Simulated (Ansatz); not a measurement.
A nudged elastic band was laid between two geometries of BCl2H3S (7 atoms, charge 0, multiplicity 1).

Computed with Ansatz 0.2.0, RKS PBE0-D4/cc-pVDZ.

- movable images: 9
- climbing image: yes
- spring: 5.0 eV/Å²
- optimiser: quadratic models (default)
- start path: through a guess of the saddle point
- force threshold: 0.03 eV/Å
- iteration limit: 60
- end points: relaxed

First end point:

```xyz
7
Properties=species:S:1:pos:R:3
B 0.086 -0.010 0.071
H 0.299 0.677 1.040
Cl 1.391 0.003 -1.193
Cl -1.618 0.053 -0.561
S 0.323 -1.919 0.945
H -0.178 -2.667 -0.072
H -0.839 -1.975 1.644
```

Last end point:

```xyz
7
Properties=species:S:1:pos:R:3
B 0.154 -0.768 -0.697
H -0.360 0.429 2.383
Cl 1.492 0.353 -0.879
Cl -1.484 -0.228 -1.039
S 0.533 -2.440 -0.165
H -0.746 -2.889 -0.175
H -0.126 -0.294 2.445
```

What changes between the two ends?

Bonds broken: B1–H2, S5–H7. Bonds formed: H2–H7. BCl2H3S becomes BCl2HS + H2.

What energy profile does the band end with?

The forces met the threshold. The highest image is number 5 of 0 to 10, 0.97 eV above the first end and 1.28 eV above the last; the last end lies 0.31 eV below the first. The profile has 2 maxima (images 2, 5) with wells between them (image 3): this band takes more than one step, which may be the mechanism or a detour left from its start path. The order of the stationary point at the top wasn't checked. The orbitals stay closed-shell, which can raise the energy where a bond breaks towards radicals; this wasn't checked here.

| image | path coordinate (Å) | energy (eV) | B1–H2 (Å) | S5–H7 (Å) | H2–H7 (Å) |
| --- | --- | --- | --- | --- | --- |
| 0 | 0.00 | 0.00 | 1.21 | 1.36 | 2.95 |
| 1 | 0.92 | 0.07 | 1.20 | 1.36 | 2.68 |
| 2 | 1.84 | 0.09 | 1.20 | 1.36 | 2.62 |
| 3 | 2.76 | 0.02 | 1.20 | 1.36 | 2.72 |
| 4 | 3.68 | 0.21 | 1.21 | 1.35 | 2.05 |
| 5 | 4.60 | 0.97 | 1.32 | 1.65 | 1.08 |
| 6 | 5.07 | 0.55 | 1.66 | 2.11 | 0.81 |
| 7 | 5.54 | 0.06 | 2.16 | 2.45 | 0.76 |
| 8 | 6.01 | -0.21 | 2.58 | 2.77 | 0.76 |
| 9 | 6.48 | -0.29 | 2.96 | 3.10 | 0.76 |
| 10 | 6.95 | -0.31 | 3.34 | 3.44 | 0.76 |

What is the geometry of the highest image?


```xyz
7
Properties=species:S:1:pos:R:3
B 0.012 -0.341 0.004
H -0.156 0.077 1.240
Cl 1.497 0.466 -0.598
Cl -1.557 -0.096 -0.831
S 0.436 -2.291 0.350
H -0.861 -2.680 0.424
H 0.092 -0.972 1.284
```

Run time: 6.2 min on 2 threads of Arm Neoverse V1 (shared host), peak memory 0.18 GiB.
